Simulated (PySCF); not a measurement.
## Ionisation energy of Ti¹⁹⁺ by level of theory

Ti¹⁹⁺ [He] 2s1 [2s1/2^1, M_J = 1/2] → Ti²⁰⁺ 1s2, as a difference of total energies. Computed with PySCF 2.14 in an uncontracted even-tempered set (17 s from 4.6 bohr⁻², ratio 2.4; 11 p from 6 bohr⁻², ratio 2.4; 5 d from 19 bohr⁻², ratio 2.6; 4 f from 28 bohr⁻², ratio 2.6), with the two-component X2C-1e Hamiltonian. Correlated levels: nothing frozen; the 34 highest virtual spinors dropped. "Screened" scales the spin-orbit matrix elements by Boettger's factors to mimic the two-electron term; Breit and QED terms are absent.

```tsv
method	ionisation energy (eV)
GHF (screened spin-orbit)	1425.5
GMP2 (screened spin-orbit)	1425.7
```

For comparison: 1425.3 eV (theoretical estimate listed by NIST; NIST Atomic Spectra Database, ionization energies).
